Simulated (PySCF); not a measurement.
C₅H₁₂O, singlet, at a GFN2-xTB geometry; DF-R2SCAN/pcseg-0 (PySCF).

Input for PySCF:
```python
from pyscf import gto, scf, dft

mol = gto.Mole()
mol.atom = '''
    C     2.66499316    0.32304626   -0.20641226
    C     1.39463648   -0.28754221    0.36557074
    O     0.29003315    0.32678112   -0.25572657
    C    -0.97199661    0.03798103    0.31653457
    C    -1.94864477    1.06799216   -0.24359667
    C    -1.44485264   -1.38466224    0.00352738
    H     2.67885709    1.39302726   -0.01863587
    H     2.69772850    0.16143836   -1.28008708
    H     3.53746182   -0.13402400    0.25238549
    H     1.34951659   -0.12421552    1.45508318
    H     1.39100917   -1.37329701    0.18573388
    H    -0.90316865    0.15717545    1.41323125
    H    -2.02178181    0.95112789   -1.32121758
    H    -1.59025422    2.07099170   -0.02974907
    H    -2.93148162    0.93663769    0.20004793
    H    -0.79543719   -2.12452332    0.46525153
    H    -2.45296326   -1.52830552    0.38251892
    H    -1.44456517   -1.54117216   -1.07249264
'''
mol.basis = 'pcseg-0'
mol.verbose = 4
mol.max_memory = 1800
mol.build()

mf = dft.RKS(mol)
mf.xc = 'r2scan'
mf = mf.density_fit(auxbasis='def2-universal-jkfit')
mf.kernel()
```

It wrote (shortened):

```
PySCF version 2.14.0

[INPUT] verbose = 4
[INPUT] num. atoms = 18
[INPUT] num. electrons = 50
[INPUT] charge = 0
[INPUT] spin (= nelec alpha-beta = 2S) = 0
[INPUT] symmetry False subgroup None
[INPUT] Mole.unit = angstrom
[INPUT] Symbol           X                Y                Z      unit          X                Y                Z       unit  Magmom
[INPUT]  1 C      2.664993160000   0.323046260000  -0.206412260000 AA    5.036107196239   0.610468956965  -0.390062640153 Bohr   0.0
[INPUT]  2 C      1.394636480000  -0.287542210000   0.365570740000 AA    2.635480990527  -0.543376026152   0.690828577755 Bohr   0.0
[INPUT]  3 O      0.290033150000   0.326781120000  -0.255726570000 AA    0.548083220545   0.617526819479  -0.483253180074 Bohr   0.0
[INPUT]  4 C     -0.971996610000   0.037981030000   0.316534570000 AA   -1.836807386906   0.071773744629   0.598163646257 Bohr   0.0
[INPUT]  5 C     -1.948644770000   1.067992160000  -0.243596670000 AA   -3.682404929366   2.018212685583  -0.460330991156 Bohr   0.0
[INPUT]  6 C     -1.444852640000  -1.384662240000   0.003527380000 AA   -2.730375779955  -2.616632408627   0.006665782137 Bohr   0.0
[INPUT]  7 H      2.678857090000   1.393027260000  -0.018635870000 AA    5.062306226949   2.632440005453  -0.035216690393 Bohr   0.0
[INPUT]  8 H      2.697728500000   0.161438360000  -1.280087080000 AA    5.097968023434   0.305074286399  -2.419013996794 Bohr   0.0
[INPUT]  9 H      3.537461820000  -0.134024000000   0.252385490000 AA    6.684834015905  -0.253268654119   0.476939453914 Bohr   0.0
[INPUT] 10 H      1.349516590000  -0.124215520000   1.455083180000 AA    2.550216755657  -0.234733313220   2.749708698661 Bohr   0.0
[INPUT] 11 H      1.391009170000  -1.373297010000   0.185733880000 AA    2.628626368059  -2.595155236584   0.350986165253 Bohr   0.0
[INPUT] 12 H     -0.903168650000   0.157175450000   1.413231250000 AA   -1.706741392793   0.297018554005   2.670620013177 Bohr   0.0
[INPUT] 13 H     -2.021781810000   0.951127890000  -1.321217580000 AA   -3.820613904527   1.797371221535  -2.496739377161 Bohr   0.0
[INPUT] 14 H     -1.590254220000   2.070991700000  -0.029749070000 AA   -3.005144944234   3.913607119247  -0.056217594761 Bohr   0.0
[INPUT] 15 H     -2.931481620000   0.936637690000   0.200047930000 AA   -5.539697400996   1.769988712045   0.378035799486 Bohr   0.0
[INPUT] 16 H     -0.795437190000  -2.124523320000   0.465251530000 AA   -1.503158438394  -4.014767220052   0.879197970735 Bohr   0.0
[INPUT] 17 H     -2.452963260000  -1.528305520000   0.382518920000 AA   -4.635428755020  -2.888078867461   0.722855996264 Bohr   0.0
[INPUT] 18 H     -1.444565170000  -1.541172160000  -1.072492640000 AA   -2.729832540386  -2.912393293204  -2.026717360212 Bohr   0.0

nuclear repulsion = 260.193499270679
number of shells = 24
number of NR pGTOs = 126
number of NR cGTOs = 78
basis = pcseg-0
ecp = {}

******** <class 'pyscf.df.df_jk.DFRKS'> ********
method = DFRKS
initial guess = minao
damping factor = 0
level_shift factor = 0
DIIS = <class 'pyscf.scf.diis.CDIIS'>
diis_start_cycle = 1
diis_space = 8
diis_damp = 0
SCF conv_tol = 1e-09
SCF conv_tol_grad = None
SCF max_cycles = 50
direct_scf = False
XC library pyscf.dft.libxc version 7.1.2
    S. Lehtola, C. Steigemann, M. J. T. Oliveira, and M. A. L. Marques,  SoftwareX 7, 1–5 (2018)
XC functionals = r2scan
    J. W. Furness, A. D. Kaplan, J. Ning, J. P. Perdew, and J. Sun,  J. Phys. Chem. Lett. 11, 8208–8215 (2020)
    J. W. Furness, A. D. Kaplan, J. Ning, J. P. Perdew, and J. Sun,  J. Phys. Chem. Lett. 11, 9248–9248 (2020)
    J. W. Furness, A. D. Kaplan, J. Ning, J. P. Perdew, and J. Sun,  J. Phys. Chem. Lett. 11, 8208–8215 (2020)
    J. W. Furness, A. D. Kaplan, J. Ning, J. P. Perdew, and J. Sun,  J. Phys. Chem. Lett. 11, 9248–9248 (2020)
radial grids:
    Treutler-Ahlrichs [JCP 102, 346 (1995); DOI:10.1063/1.469408] (M4) radial grids

becke partition: Becke, JCP 88, 2547 (1988); DOI:10.1063/1.454033
pruning grids: <function nwchem_prune>
grids dens level: 3
symmetrized grids: False
atomic radii adjust function: <function treutler_atomic_radii_adjust>
small_rho_cutoff = 0
Set gradient conv threshold to 3.16228e-05
Initial guess from minao.
tot grids = 202368
init E= -272.20680275337
  HOMO = -0.328982980727954  LUMO = 0.0157419740680484  gap/eV = 9.38044
cycle= 1 E= -271.981275545399  delta_E= 0.226  |g|= 0.564  |ddm|= 3.76
  HOMO = -0.0954887946542669  LUMO = 0.0865622772938406  gap/eV = 4.95386
cycle= 2 E= -271.885623001475  delta_E= 0.0957  |g|= 0.899  |ddm|= 1.87
  HOMO = -0.215570337736972  LUMO = 0.0754672244957399  gap/eV = 7.91954
cycle= 3 E= -272.048677448352  delta_E= -0.163  |g|= 0.106  |ddm|= 1.28
  HOMO = -0.209129068110941  LUMO = 0.0713091390880893  gap/eV = 7.63111
cycle= 4 E= -272.051026800118  delta_E= -0.00235  |g|= 0.0226  |ddm|= 0.135
  HOMO = -0.210105350236176  LUMO = 0.0707522503052691  gap/eV = 7.64252
cycle= 5 E= -272.051143694629  delta_E= -0.000117  |g|= 0.00268  |ddm|= 0.0255
  HOMO = -0.210032063099554  LUMO = 0.0709126913373481  gap/eV = 7.64490
cycle= 6 E= -272.05114536107  delta_E= -1.67e-06  |g|= 0.00109  |ddm|= 0.00514
  HOMO = -0.210218772298093  LUMO = 0.070825059594211  gap/eV = 7.64759
cycle= 7 E= -272.05114568341  delta_E= -3.22e-07  |g|= 0.000146  |ddm|= 0.00188
  HOMO = -0.210217847273436  LUMO = 0.070815362173323  gap/eV = 7.64730
cycle= 8 E= -272.051145690063  delta_E= -6.65e-09  |g|= 2.43e-05  |ddm|= 0.000299
  HOMO = -0.210219866678838  LUMO = 0.0708134283049451  gap/eV = 7.64731
cycle= 9 E= -272.051145690239  delta_E= -1.76e-10  |g|= 7.82e-06  |ddm|= 4.74e-05
  HOMO = -0.21021978474563  LUMO = 0.0708134460716825  gap/eV = 7.64730
Extra cycle  E= -272.051145690227  delta_E= 1.13e-11  |g|= 1e-05  |ddm|= 2.01e-05
converged SCF energy = -272.051145690227
```
